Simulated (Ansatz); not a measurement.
Species: MoH3, charge 0, multiplicity 4. The spin state was set by rule; other spins were not relaxed. 
Structure (B3LYP-D3(BJ)/def2-TZVP (Ansatz, an electronic-structure program) minimum search):
SMILES: [MoH3]
```xyz
4

Mo    -0.0369    -0.0051     0.0162
H      1.1812    -0.3629     1.1493
H      0.1828     1.6015    -0.4996
H      0.1843    -1.0225    -1.3298
```
Charge 0, spin multiplicity 4.

Wanted: vertical electron affinity (to the quintet state of charge -1; a negative value means that the extra electron is unbound and the number depends on the basis; each state is the SCF solution reached for its spin; the molecule has degenerate orbitals, so one determinant may break the symmetry; the UHF <S^2> is 6.11 for the quintet (pure: 6.00) and 3.86 for the quartet (pure: 3.75)), in eV. Cores are frozen in the correlated levels unless marked. UHF or UKS for open shells. Spin-orbit coupling is left out. Frozen are the shells of the preceding noble gas and the d and f shells that filled before the atom's block. Past Kr the def2 sets carry scalar-relativistic core potentials. Anions need diffuse functions: def2-D sets add few. CBS marks a two-point X^-3 extrapolation of the correlation energy; Hartree-Fock from the larger set.

| level | program | vertical electron affinity (eV) |
|---|---|---|
| HF/def2-TZVPPD | Ansatz | -0.06 |
| B3LYP/def2-TZVPD | Ansatz | 0.36 |
| MP2/def2-TZVPPD | Ansatz | 0.37 |
| MP2/def2-QZVPPD | Ansatz | 0.45 |
| CCSD/def2-SVPD | Ansatz | 0.29 |
| CCSD/def2-TZVPPD | Ansatz | 0.33 |
| CCSD/CBS(def2-TZVPPD,def2-QZVPPD) | Ansatz | 0.44 |
| CCSD(T)/def2-TZVPPD | Ansatz | 0.35 |
| CCSD(T)/def2-QZVPPD | Ansatz | 0.44 |
